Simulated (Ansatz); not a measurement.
Two spin states of PH+, each at its own minimum; 2S+1 = 2, 4 were tried, and our sources give no spin for the ground state.

```tsv
level	energy of the multiplicity-4 state above the multiplicity-2 state (kcal/mol)	minus CCSD(T)/def2-TZVPP
PBE/def2-TZVPP	35.83	-1.43
PBE0/def2-TZVPP	35.11	-2.15
wB97X-V/def2-TZVPP	43.04	5.78
CCSD/def2-TZVPP	37.42	0.16
CCSD(T)/def2-TZVPP	37.26	0.00
```

 The comparison column counts from a level with limits of its own.

The rows run from 35.11 (PBE0/def2-TZVPP) to 43.04 kcal/mol (wB97X-V/def2-TZVPP). The 3 functionals in def2-TZVPP without D3 or D4 span 7.93, from PBE0 to wB97X-V.

Each state is the lowest solution found for its spin in def2 and cc sets.

Correlated levels freeze the cores.

Programs: Ansatz (Gaussian orbitals).

Ansatz is a program for electronic structure.
